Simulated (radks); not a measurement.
Pb3+, configuration [Xe] 4f14 5d10 6s0.75 6p0.25 (fractional occupations, a model configuration).

All-electron calculation, scalar-relativistic Kohn-Sham, MS2 meta-GGA, spin-unpolarised, spherical densities, finite nucleus; meta-GGA in the generalised Kohn-Sham scheme; Fermi nuclear charge, rms radius 5.5012 fm. Program: a radial shooting solver on a logarithmic mesh with Libxc functionals.

Energy parts (eV):
total: -567997.40
kinetic: 641579.74
electron-nucleus: -1415537.75
Hartree: 216415.79
exchange-correlation: -10455.19

Orbitals (lengths in bohr, moments of r in powers of bohr):
| orbital | occ. | eigenvalue (eV) | <r^2> |
|---|---|---|---|
| 1s | 2 | -88162.19 | 0.0003573 |
| 2s | 2 | -15803.88 | 0.005417 |
| 2p | 6 | -13557.80 | 0.004617 |
| 3s | 2 | -3821.288 | 0.03480 |
| 3p | 6 | -3175.355 | 0.03609 |
| 3d | 10 | -2516.441 | 0.02994 |
| 4s | 2 | -891.0751 | 0.1663 |
| 4p | 6 | -678.9330 | 0.1905 |
| 4d | 10 | -432.8977 | 0.2140 |
| 4f | 14 | -162.1534 | 0.2467 |
| 5s | 2 | -173.8156 | 0.8206 |
| 5p | 6 | -115.6228 | 1.074 |
| 5d | 10 | -50.0011 | 1.865 |
| 5f | 0 | -10.3695 | 17.45 |
| 6s | 0.75 | -37.4289 | 4.916 |
| 6p | 0.25 | -26.0676 | 7.442 |
| 7s | 0 | -14.9558 | 21.66 |

The highest occupied level is 6p at -26.068 eV. The density falls to 0.001 e/bohr^3 at r = 3.47 bohr.
